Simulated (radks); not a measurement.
The numbers below are computed, except where a source is named.
Sc+, configuration [Ar] 3d2 (not the ground configuration). Level of theory: Dirac Kohn-Sham, LDA (Slater exchange, Perdew-Wang correlation), spin-unpolarised, spherical densities, finite nucleus; open shells fill j = l - 1/2 first; Fermi nuclear charge, rms radius 3.5459 fm (a radial shooting solver on a logarithmic mesh with Libxc functionals).

Spin-orbit splittings of the eigenvalues, e(l+1/2) - e(l-1/2), with zeta = 2 splitting/(2l+1) and mean radii in bohr:

2p: occ. 6; splitting (eV) 4.634; zeta (eV) 3.089; <r> j=l-1/2 0.3063; <r> j=l+1/2 0.3089
3p: occ. 6; splitting (eV) 0.5015; zeta (eV) 0.3343; <r> j=l-1/2 1.182; <r> j=l+1/2 1.190
3d: occ. 2; splitting (eV) 0.02675; zeta (eV) 0.01070; <r> j=l-1/2 1.961; <r> j=l+1/2 1.967
